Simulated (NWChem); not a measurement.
System: SrCl, doublet; SMILES [Sr][Cl]

NWChem input:

```
start job
memory heap 200 mb stack 900 mb global 1100 mb
geometry units angstroms noautosym nocenter noautoz
  Sr     0.000000     0.000000    -0.824795
  Cl     0.000000     0.000000     1.766337
end
basis spherical
  Sr library def2-svp
  Cl library def2-svp
end
ecp
  Sr library def2-ecp
end
dft
  odft
  mult 2
  xc pbe0
  iterations 150
end
tddft
  cis
  nroots 6
end
task tddft energy
```

NWChem printed, in part:

```
             Northwest Computational Chemistry Package (NWChem) 7.3.0
             --------------------------------------------------------

                             Geometry "geometry" -> ""
                             -------------------------

 Output coordinates in angstroms (scale by  1.889725989 to convert to a.u.)

  No.       Tag          Charge          X              Y              Z
 ---- ---------------- ---------- -------------- -------------- --------------
    1 Sr                  38.0000     0.00000000     0.00000000    -0.82479500
    2 Cl                  17.0000     0.00000000     0.00000000     1.76633700

 Effective nuclear repulsion energy (a.u.)     131.9301767929

                                 NWChem DFT Module
                                 -----------------

 Summary of "ao basis" -> "ao basis" (spherical)
 ------------------------------------------------------------------------------
       Tag                 Description            Shells   Functions and Types
 ---------------- ------------------------------  ------  ---------------------
 Sr                         def2-svp                 9       23   4s3p2d
 Cl                         def2-svp                 8       18   4s3p1d

            General Information
            -------------------
          SCF calculation type: DFT
          Wavefunction type:  spin polarized.
          No. of atoms     :     2
          No. of electrons :    27
           Alpha electrons :    14
            Beta electrons :    13
          Charge           :     0
          Spin multiplicity:     2
          Use of symmetry is: off; symmetry adaption is: off
          Maximum number of iterations: 150
          AO basis - number of functions:    41
                     number of shells:    17
          Convergence on energy requested:  1.00D-06
          Convergence on density requested:  1.00D-05
          Convergence on gradient requested:  5.00D-04

              XC Information
              --------------
                         PBE0 Method XC Functional
                     Hartree-Fock (Exact) Exchange  0.250
          PerdewBurkeErnzerhof Exchange Functional  0.750
            Perdew 1991 LDA Correlation Functional  1.000 local
           PerdewBurkeErnz. Correlation Functional  1.000 non-local

             Grid Information
             ----------------
          Grid used for XC integration:  medium
          Radial quadrature: Mura-Knowles
          Angular quadrature: Lebedev.
          Tag              B.-S. Rad. Rad. Pts. Rad. Cut. Ang. Pts.
          ---              ---------- --------- --------- ---------
          Sr                  2.00      123          10.0       590
          Cl                  1.00       88          10.0       590
          Grid pruning is: on
          Number of quadrature shells:   211
          Spatial weights used:  Erf1

      Superposition of Atomic Density Guess
      -------------------------------------

 Sum of atomic energies:        -494.20416199

      Non-variational initial energy
      ------------------------------

 Total energy =    -489.690311
 1-e energy   =    -753.540904
 2-e energy   =     229.132125
 HOMO         =      -0.145107
 LUMO         =       0.035045

[...]

                                NWChem TDDFT Module
                                -------------------

            General Information
            -------------------
           No. of orbitals :      82
            Alpha orbitals :      41
             Beta orbitals :      41
        Alpha frozen cores :       0
         Beta frozen cores :       0
     Alpha frozen virtuals :       0
      Beta frozen virtuals :       0
         Spin multiplicity :       2
    Number of AO functions :      41
        Use of symmetry is : off
      Symmetry adaption is : off
         Schwarz screening :  0.10D-07

              XC Information
              --------------
                  PBE0 Method XC Functional
              Hartree-Fock (Exact) Exchange   0.25
   PerdewBurkeErnzerhof Exchange Functional   0.75
     Perdew 1991 LDA Correlation Functional   1.00 local
    PerdewBurkeErnz. Correlation Functional   1.00 non-local

             TDDFT Information
             -----------------
          Calculation type : Tamm-Dancoff TDDFT
         Wavefunction type : Unrestricted
          No. of electrons :      27
           Alpha electrons :      14
            Beta electrons :      13
              No. of roots :       6
          Max subspacesize :    5200
            Max iterations :     100
               Target root :       1
           Target symmetry : none
      Symmetry restriction : off
                 Algorithm : Optimal
        Davidson threshold :  0.10D-03

    6 smallest eigenvalue differences (eV)
--------------------------------------------------------
  No. Spin  Occ  Vir  Irrep   E(Occ)    E(Vir)   E(Diff)
--------------------------------------------------------
    1    1   14   15 a        -0.153    -0.047     2.908
    2    1   14   16 a        -0.153    -0.047     2.908
    3    1   14   17 a        -0.153    -0.038     3.140
    4    1   14   18 a        -0.153    -0.027     3.431
    5    1   14   19 a        -0.153    -0.027     3.431
    6    1   14   20 a        -0.153     0.015     4.578
--------------------------------------------------------

  Entering Davidson iterations
  Unrestricted

  Iter   NTrls   NConv    DeltaV     DeltaE      Time
  ----  ------  ------  ---------  ---------  ---------
    1      6       0     0.48E-01   0.10+100        2.5
    2     12       0     0.12E-01   0.36E-02        2.6
    3     18       0     0.47E-02   0.29E-03        2.8
    4     24       3     0.90E-03   0.27E-04        2.8
    5     27       4     0.14E-03   0.10E-05        2.5
    6     29       6     0.37E-04   0.23E-07        2.5
  ----  ------  ------  ---------  ---------  ---------
  Convergence criterion met

  Ground state a        -490.667890272946 a.u.
  <S2> =   0.7503

  ----------------------------------------------------------------------------
  Root   1         a              0.066114403 a.u.                1.7991 eV
  <S2> =   0.7505
  ----------------------------------------------------------------------------
     Transition Moments    X  1.50502   Y  1.60769   Z  0.00000
     Dipole Oscillator Strength                    0.2137586509
     Electric Quadrupole                           0.0000001002
     Magnetic Dipole                               0.0000000257
     Total Oscillator Strength                     0.2137587767

     Occ.   14 alpha a   ---  Virt.   15 alpha a       -0.12363
     Occ.   14 alpha a   ---  Virt.   16 alpha a       -0.97144
     Occ.   14 alpha a   ---  Virt.   21 alpha a        0.19371
  ----------------------------------------------------------------------------
  Root   2         a              0.066114403 a.u.                1.7991 eV
  <S2> =   0.7505
  ----------------------------------------------------------------------------
     Transition Moments    X  1.60769   Y -1.50502   Z -0.00000
     Dipole Oscillator Strength                    0.2137579842
     Electric Quadrupole                           0.0000001002
     Magnetic Dipole                               0.0000000257
     Total Oscillator Strength                     0.2137581101

     Occ.   14 alpha a   ---  Virt.   15 alpha a        0.97144
     Occ.   14 alpha a   ---  Virt.   16 alpha a       -0.12363
     Occ.   14 alpha a   ---  Virt.   20 alpha a       -0.19372
  ----------------------------------------------------------------------------
  Root   3         a              0.066402970 a.u.                1.8069 eV
  <S2> =   0.7510
  ----------------------------------------------------------------------------
     Transition Moments    X -0.00000   Y -0.00000   Z -0.00000
     Dipole Oscillator Strength                    0.0000000000
     Electric Quadrupole                           0.0000000341
     Magnetic Dipole                               0.0000000000
     Total Oscillator Strength                     0.0000000341

     Occ.   14 alpha a   ---  Virt.   18 alpha a       -0.99684
     Occ.   14 alpha a   ---  Virt.   25 alpha a        0.07691
  ----------------------------------------------------------------------------
  Root   4         a              0.066403404 a.u.                1.8069 eV
  <S2> =   0.7510
  ----------------------------------------------------------------------------
     Transition Moments    X  0.00000   Y -0.00000   Z -0.00000
     Dipole Oscillator Strength                    0.0000000000
     Electric Quadrupole                           0.0000000341
     Magnetic Dipole                               0.0000000000
     Total Oscillator Strength                     0.0000000341

[...]
```

Level: PBE0/def2-SVP with def2 effective core potentials on Sr, spin-unrestricted, TDA. The geometry was optimised at PBE0/def2-SVP, spin-unrestricted. This spin state was assumed; another may lie lower. No stability test was run on the SCF state. def2 effective core potentials on Sr; no spin-orbit coupling.
